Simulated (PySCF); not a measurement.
PySCF input file for C4H6BNO, SMILES N1C(C)=CB(O)C=1, PBE-D3(BJ)/def2-SVP. Geometry: PBE-D3(BJ)/def2-SVP. This is a generated structure with no PubChem entry under its InChIKey; it may be hypothetical. The values are those of a single conformer.

```python
import numpy as np
from pyscf import gto, scf, dft, df
from pyscf.hessian import thermo

mol = gto.M(
    atom='''
    C    -0.43304577    2.50437798   -0.00000000
    C    -0.18088331    1.03917613   -0.00000000
    C    -1.06187746   -0.00109584    0.00000000
    B    -0.15254844   -1.26774939   -0.00000000
    O    -0.41610245   -2.59896168   -0.00000000
    C     1.33086032   -0.62352438   -0.00000000
    N     1.24983285    0.66737485    0.00000000
    H     0.05728561    2.96790855    0.88338273
    H    -1.51042887    2.75171233    0.00000000
    H     0.05728560    2.96790855   -0.88338273
    H    -2.15130633    0.14303195   -0.00000000
    H    -1.37284754   -2.78950178    0.00000001
    H     2.33242066   -1.09584657   -0.00000000
    ''',
    basis='def2-SVP',
    charge=0,
    spin=0,
    max_memory=1600,
    verbose=3,
)
mf = dft.RKS(mol, xc='pbe').density_fit(auxbasis='def2-universal-jkfit')
mf.disp = 'd3bj'
mf.grids.level = 3
mf.conv_tol = 1e-11
mf.max_cycle = 100
mf.kernel()

# [left out here: the lines that compute and print the analytic Hessian (its translational invariance restored by hand, since the grid's response is missing), thermochemistry and intensities]
```

Output:

```
converged SCF energy = -310.270211986922

WARN: DFTD3 does not support analytical Hessian, using finite difference


WARN: Mole.unit (angstrom) is changed to Bohr

Mode                                 0                   1                   2
Irrep
Freq [cm^-1]                      101.3758            176.8456            222.8050
Reduced mass [au]                   3.8591              1.1346              3.8755
Force const [Dyne/A]                0.0234              0.0209              0.1134
Char temp [K]                     145.8572            254.4414            320.5668
Normal mode                   x     y     z       x     y     z       x     y     z
       0   C                 0.00  0.00  0.12    0.00  0.00  0.04   -0.00 -0.00 -0.05
       1   C                -0.00 -0.00 -0.04   -0.00 -0.00 -0.02    0.00  0.00  0.07
       2   C                -0.00 -0.00 -0.16   -0.00 -0.00 -0.07    0.00  0.00 -0.00
       3   B                -0.00 -0.00 -0.06   -0.00 -0.00  0.01    0.00  0.00 -0.11
       4   O                 0.00 -0.00  0.13    0.00 -0.00  0.01   -0.00  0.00  0.04
       5   C                -0.00  0.00 -0.04   -0.00  0.00  0.06    0.00 -0.00 -0.13
       6   N                -0.00  0.00 -0.02   -0.00  0.00 -0.02    0.00 -0.00  0.16
       7   H                -0.09 -0.12  0.23    0.46  0.04 -0.24    0.10  0.12 -0.17
       8   H                 0.00  0.00  0.05    0.00  0.00  0.55   -0.00 -0.00  0.02
       9   H                 0.09  0.12  0.23   -0.46 -0.04 -0.24   -0.10 -0.12 -0.17
      10   H                -0.00 -0.00 -0.17   -0.00 -0.00 -0.07    0.00  0.00 -0.07
      11   H                 0.00 -0.00  0.14    0.00 -0.00 -0.08   -0.00  0.00  0.25
      12   H                -0.00  0.00 -0.03   -0.00  0.00  0.08    0.00 -0.00 -0.13
Mode                                 3                   4                   5
Irrep
Freq [cm^-1]                      272.0604            389.2441            506.0888
[...]
       4   O                -0.01  0.01 -0.00    0.00 -0.00  0.00    0.02  0.04  0.00
       5   C                 0.02 -0.03 -0.00   -0.00  0.00 -0.01    0.00  0.01 -0.00
       6   N                -0.02 -0.03 -0.00    0.00  0.00 -0.02   -0.02  0.01 -0.00
       7   H                 0.24 -0.29 -0.07   -0.00 -0.43  0.12   -0.02  0.13 -0.02
       8   H                 0.01  0.46  0.00   -0.00 -0.00  0.27    0.01  0.26  0.00
       9   H                 0.24 -0.29  0.07    0.00  0.43  0.12   -0.02  0.13  0.02
      10   H                 0.12  0.23  0.00   -0.00 -0.00  0.15    0.09  0.51  0.00
      11   H                 0.04 -0.18 -0.00   -0.00  0.00 -0.01   -0.00  0.13 -0.00
      12   H                 0.06  0.05  0.00   -0.00 -0.00  0.18    0.02  0.05  0.00
Mode                                18                  19                  20
Irrep
Freq [cm^-1]                     1125.6151           1236.7083           1258.8471
Reduced mass [au]                   1.6119              1.6877              2.0792
Force const [Dyne/A]                1.2033              1.5208              1.9413
Char temp [K]                    1619.5095           1779.3478           1811.2007
Normal mode                   x     y     z       x     y     z       x     y     z
       0   C                -0.04  0.01  0.00    0.04 -0.00  0.00    0.03  0.02  0.00
       1   C                 0.08  0.00 -0.00   -0.11  0.06 -0.00   -0.09  0.05 -0.00
       2   C                 0.00  0.01  0.00    0.04 -0.04  0.00    0.08 -0.05  0.00
       3   B                -0.14  0.04  0.00   -0.05 -0.04  0.00   -0.11  0.03  0.00
       4   O                 0.04 -0.04 -0.00    0.02  0.03 -0.00    0.02 -0.02 -0.00
       5   C                 0.02 -0.01 -0.00   -0.06 -0.02 -0.00    0.11 -0.00 -0.00
       6   N                -0.01 -0.02  0.00    0.07 -0.04  0.00   -0.04  0.02  0.00
       7   H                 0.08 -0.03 -0.04   -0.06 -0.07  0.09   -0.03 -0.14  0.11
       8   H                -0.01  0.12 -0.00   -0.01 -0.21 -0.00   -0.03 -0.25 -0.00
       9   H                 0.08 -0.03  0.04   -0.06 -0.07 -0.09   -0.03 -0.14 -0.11
      10   H                -0.05 -0.45 -0.00    0.08  0.24 -0.00    0.11  0.16 -0.00
      11   H                -0.08  0.50  0.00    0.00  0.09  0.00   -0.03  0.19  0.00
      12   H                 0.15  0.26 -0.00    0.24  0.60 -0.00   -0.10 -0.47 -0.00
Mode                                21                  22                  23
Irrep
Freq [cm^-1]                     1333.9987           1378.7541           1383.7797
Reduced mass [au]                   1.5203              1.0449              1.0774
Force const [Dyne/A]                1.5940              1.1703              1.2156
Char temp [K]                    1919.3271           1983.7202           1990.9509
Normal mode                   x     y     z       x     y     z       x     y     z
       0   C                -0.03  0.14  0.00    0.00 -0.00  0.05    0.05 -0.02 -0.00
       1   C                 0.07 -0.03  0.00   -0.00 -0.00  0.03    0.00 -0.03 -0.00
       2   C                -0.05 -0.00  0.00    0.00  0.00 -0.00    0.02  0.04  0.00
       3   B                 0.04 -0.01 -0.00   -0.00  0.00 -0.00    0.00  0.02  0.00
       4   O                -0.01  0.01 -0.00    0.00 -0.00  0.00   -0.00 -0.01 -0.00
       5   C                -0.02  0.00 -0.00    0.00  0.00 -0.00   -0.00  0.00  0.00
       6   N                -0.00  0.00 -0.00   -0.00 -0.00 -0.01   -0.00  0.00  0.00
       7   H                 0.10 -0.44  0.22    0.40 -0.26 -0.05   -0.45 -0.16  0.33
       8   H                -0.13 -0.30 -0.00    0.00  0.00 -0.70    0.14  0.47  0.00
       9   H                 0.10 -0.44 -0.22   -0.40  0.26 -0.05   -0.45 -0.16 -0.33
      10   H                -0.06 -0.05 -0.00    0.00 -0.00 -0.00    0.01 -0.07  0.00
      11   H                 0.01 -0.06 -0.00   -0.00  0.00  0.00   -0.00  0.00 -0.00
      12   H                -0.01  0.05  0.00   -0.00 -0.00  0.02   -0.00  0.00 -0.00
Mode                                24                  25                  26
Irrep
Freq [cm^-1]                     1445.5806           1596.2828           1622.8563
Reduced mass [au]                   7.7287              9.3675              8.7350
Force const [Dyne/A]                9.5158             14.0636             13.5542
Char temp [K]                    2079.8686           2296.6956           2334.9289
Normal mode                   x     y     z       x     y     z       x     y     z
       0   C                -0.00  0.02 -0.00   -0.01  0.03 -0.00    0.00  0.04 -0.00
       1   C                -0.01 -0.03  0.00   -0.06 -0.11  0.00   -0.08 -0.16  0.00
       2   C                 0.02 -0.04  0.00    0.05  0.09  0.00    0.07  0.11 -0.00
       3   B                 0.05  0.25 -0.00   -0.02 -0.03  0.00   -0.01  0.00  0.00
       4   O                -0.03 -0.11  0.00    0.00  0.01 -0.00    0.00 -0.00  0.00
       5   C                -0.03  0.01 -0.00    0.01  0.17 -0.00   -0.01 -0.12  0.00
       6   N                 0.00 -0.04  0.00    0.02 -0.13  0.00    0.00  0.11 -0.00
       7   H                 0.02  0.02 -0.01    0.04  0.03 -0.02    0.04  0.05 -0.03
       8   H                -0.01 -0.04  0.00   -0.03 -0.06  0.00   -0.03 -0.09 -0.00
       9   H                 0.02  0.02  0.01    0.04  0.03  0.02    0.04  0.05  0.03
      10   H                 0.06  0.10  0.00    0.05 -0.07  0.00    0.07 -0.07  0.00
      11   H                -0.03 -0.10 -0.00   -0.00  0.03 -0.00   -0.00  0.01  0.00
      12   H                 0.02  0.14  0.00   -0.10 -0.04 -0.00    0.07  0.05  0.00
Mode                                27                  28                  29
Irrep
Freq [cm^-1]                     2960.9428           3027.9583           3054.3753
Reduced mass [au]                   1.0387              1.0985              1.0929
Force const [Dyne/A]                5.3656              5.9340              6.0073
Char temp [K]                    4260.1375           4356.5579           4394.5659
Normal mode                   x     y     z       x     y     z       x     y     z
       0   C                -0.01 -0.05  0.00   -0.00  0.00  0.09   -0.00  0.00 -0.00
       1   C                -0.00  0.00 -0.00   -0.00 -0.00  0.00    0.00 -0.00 -0.00
       2   C                -0.00  0.00  0.00    0.00  0.00  0.00   -0.00  0.00 -0.00
       3   B                -0.00 -0.00 -0.00    0.00 -0.00  0.00    0.00  0.00  0.00
       4   O                 0.00  0.00 -0.00   -0.00 -0.00 -0.00   -0.00 -0.00  0.00
       5   C                 0.00  0.00 -0.00    0.00 -0.00  0.00   -0.08  0.04 -0.00
       6   N                -0.00 -0.00  0.00    0.00 -0.00 -0.00   -0.00 -0.00 -0.00
       7   H                 0.27  0.25  0.51   -0.30 -0.29 -0.53   -0.00 -0.00 -0.00
       8   H                -0.40  0.09  0.00    0.00 -0.00  0.01    0.00 -0.00 -0.00
       9   H                 0.27  0.25 -0.51    0.30  0.29 -0.53   -0.00 -0.00  0.00
      10   H                 0.01 -0.00 -0.00   -0.00  0.00 -0.00    0.01 -0.00  0.00
      11   H                -0.00  0.00 -0.00    0.00 -0.00 -0.00    0.00 -0.00 -0.00
      12   H                 0.00 -0.00 -0.00   -0.00  0.00 -0.00    0.86 -0.40  0.00
Mode                                30                  31                  32
Irrep
Freq [cm^-1]                     3095.0886           3143.3929           3713.4171
Reduced mass [au]                   1.1040              1.0957              1.0657
Force const [Dyne/A]                6.2313              6.3787              8.6580
Char temp [K]                    4453.1433           4522.6424           5342.7804
Normal mode                   x     y     z       x     y     z       x     y     z
       0   C                 0.09  0.00  0.00   -0.00 -0.00 -0.00   -0.00 -0.00  0.00
       1   C                 0.00  0.00  0.00    0.00  0.01 -0.00    0.00  0.00  0.00
       2   C                -0.00 -0.00  0.00   -0.08  0.01 -0.00   -0.00 -0.00  0.00
       3   B                 0.00  0.00 -0.00    0.00 -0.00  0.00    0.00 -0.00 -0.00
       4   O                -0.00 -0.00 -0.00   -0.00  0.00  0.00    0.06  0.01 -0.00
       5   C                -0.00  0.00  0.00    0.00 -0.00 -0.00   -0.00  0.00  0.00
       6   N                -0.00  0.00  0.00    0.00 -0.00 -0.00    0.00  0.00 -0.00
       7   H                -0.11 -0.11 -0.22    0.00 -0.00  0.00    0.00 -0.00 -0.00
       8   H                -0.84  0.19  0.00    0.02 -0.00 -0.00    0.00 -0.00 -0.00
       9   H                -0.11 -0.11  0.22    0.00 -0.00 -0.00    0.00 -0.00  0.00
      10   H                 0.01 -0.00 -0.00    0.94 -0.12  0.00    0.00  0.00  0.00
      11   H                -0.00 -0.00 -0.00    0.00  0.00 -0.00   -0.94 -0.21  0.00
      12   H                 0.00 -0.00  0.00   -0.00  0.00  0.00    0.00 -0.00 -0.00
temperature 298.1500 [K]
pressure 101325.00 [Pa]
Rotational constants [GHz] 6.46464 1.94095 1.50677
Symmetry number 1
Zero-point energy (ZPE) 0.09720 [Eh]   255207.643 [J/mol]
                           tot       elec      trans        rot        vib
Entropy [J/mol/K]       338.884      0.000    165.528    113.942     59.414
Cv [J/mol/K]            106.357      0.000     12.472     12.472     81.413
Cp [J/mol/K]            114.671      0.000     20.786     12.472     81.413
Internal energy [J/mol]                      3718.434   3718.434 265831.596
Internal energy [Eh]   -310.16613  -310.27021
Enthalpy [J/mol]                             6197.391   3718.434 265831.596
Enthalpy [Eh]          -310.16519
Gibbs free energy [J/mol]                  -43154.866 -30253.384 248117.307
Gibbs free energy [Eh] -310.20367
mode   freq/cm-1   IR/(km/mol)
   1      101.38         0.949
   2      176.85         0.871
   3      222.81         1.955
   4      272.06         3.071
   5      389.24         8.060
   6      506.09        15.111
   7      511.19         1.051
   8      611.55         1.497
   9      614.91         2.160
  10      655.59        86.820
  11      779.51        37.750
  12      801.52        11.705
  13      825.93         1.294
  14      858.22         6.366
  15      923.94        63.552
  16      959.03         0.190
  17     1006.64         6.589
  18     1073.33         2.652
  19     1125.62        90.377
  20     1236.71        37.946
  21     1258.85        50.093
  22     1334.00        48.392
  23     1378.75         8.812
  24     1383.78        17.995
  25     1445.58       343.181
  26     1596.28        27.568
  27     1622.86        98.981
  28     2960.94         3.010
  29     3027.96         3.325
  30     3054.38        27.146
  31     3095.09        10.357
  32     3143.39         3.896
  33     3713.42        75.151
max |gradient| / (hartree/bohr): 4.325204483537746e-05
APT charges: [-0.1019  0.4685 -0.514   0.8323 -0.6963  0.0644 -0.4468  0.0264  0.0021
  0.0264  0.0414  0.301  -0.0035]
```

Self-consistency was reached.
